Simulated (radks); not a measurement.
The numbers below are computed, except where a source is named.
Question: Ionisation of Re2+, [Xe] 4f14 5d5, to Re3+, [Xe] 4f14 5d4, under several functionals. Scalar-relativistic Kohn-Sham, spin-polarised, spherical densities, finite nucleus; open shells are filled with parallel spins first (spin-orbit coupling, left out, can overturn this in heavy ions); a radial shooting solver on a logarithmic mesh with Libxc functionals. Known Delta-SCF values: revPBE 28.347 eV; SCAN 28.628 eV; BLYP 28.084 eV. What does HCTH/407 give, and what is its highest occupied eigenvalue?

Answer: 28.778 eV by Delta-SCF; the 5d eigenvalue is -23.018 eV. NIST: 27 eV (theoretical).
